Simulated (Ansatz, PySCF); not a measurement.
Gas-phase reaction R1 → 0.5 P1 + P2, each structure at its B3LYP-D3(BJ)/def2-TZVP stationary point, reached from a drawn start (curvature not checked).
R1: H2O (SMILES O), charge 0, multiplicity 1.
P1: H2 (SMILES [H][H]), charge 0, multiplicity 1.
P2, OH (SMILES [OH]) (charge 0, multiplicity 2, Z-matrix in Å and degrees):
```
O
H 1 0.9767
```

```
level                        reaction energy (kcal/mol)  minus CCSD(T)/cc-pVQZ
---------------------------  --------------------------  ---------------------
HF/cc-pVTZ                                        44.76                 -25.04
HF/cc-pVQZ                                        45.26                 -24.54
SVWN5/def2-TZVPP                                  85.14                  15.34
PBE/def2-TZVPP                                    71.37                   1.57
PBE-D4/def2-TZVPP                                 71.42                   1.63
BLYP/def2-TZVPP                                   67.56                  -2.23
BLYP-D3(BJ)/def2-TZVPP                            67.76                  -2.03
BLYP-D4/def2-TZVPP                                67.69                  -2.10
revPBE-D3(BJ)/def2-TZVPP                          67.78                  -2.02
revPBE-D4/def2-TZVPP                              67.73                  -2.06
r2SCAN/def2-TZVPP                                 67.12                  -2.68
r2SCAN-D3(BJ)/def2-TZVPP                          67.14                  -2.66
r2SCAN-D4/def2-TZVPP                              67.13                  -2.67
B97M-V/def2-TZVPP                                 67.42                  -2.37
B3LYP/def2-TZVPP                                  67.03                  -2.76
B3LYP-D3(BJ)/def2-TZVPP                           67.19                  -2.60
PBE0-D3(BJ)/def2-TZVPP                            68.72                  -1.07
PBE0-D4/def2-TZVPP                                68.69                  -1.11
BHLYP/def2-TZVPP                                  63.00                  -6.79
M06-2X/def2-TZVPP                                 69.80                   0.01
CAM-B3LYP/def2-TZVPP                              68.40                  -1.40
CAM-B3LYP-D3(BJ)/def2-TZVPP                       68.46                  -1.34
CAM-B3LYP-D4/def2-TZVPP                           68.44                  -1.36
wB97X-V/def2-TZVPP                                68.61                  -1.19
wB97M-V/def2-TZVPP                                69.59                  -0.21
B2PLYP/def2-TZVPP                                 68.61                  -1.18
B2PLYP-D3(BJ)/def2-TZVPP                          68.68                  -1.12
B2PLYP-D4/def2-TZVPP                              68.65                  -1.15
MP2/cc-pVDZ                                       67.75                  -2.04
MP2/cc-pVTZ                                       73.68                   3.88
MP2/cc-pVQZ                                       75.81                   6.01
SCS-MP2/cc-pVDZ                                   64.80                  -5.00
SCS-MP2/cc-pVTZ                                   70.35                   0.56
SCS-MP2/cc-pVQZ                                   72.53                   2.74
CCSD/cc-pVDZ                                      61.89                  -7.91
CCSD/cc-pVTZ                                      66.32                  -3.47
CCSD/cc-pVQZ                                      68.02                  -1.78
CCSD(T)/cc-pVDZ                                   62.71                  -7.09
CCSD(T)/cc-pVTZ                                   67.93                  -1.87
CCSD(T)/cc-pVQZ                                   69.79                   0.00
```

 The comparison column counts from a level with limits of its own.

P less R. No zero-point or thermal terms; singlets are restricted closed shells; open shells are unrestricted; no spin–orbit coupling.

Frozen-core correlation throughout.

Programs: Ansatz (Gaussian orbitals); PySCF for M06-2X and the D3/D4 terms. All values are computed, each at the level named.

Ansatz is a program for electronic structure.
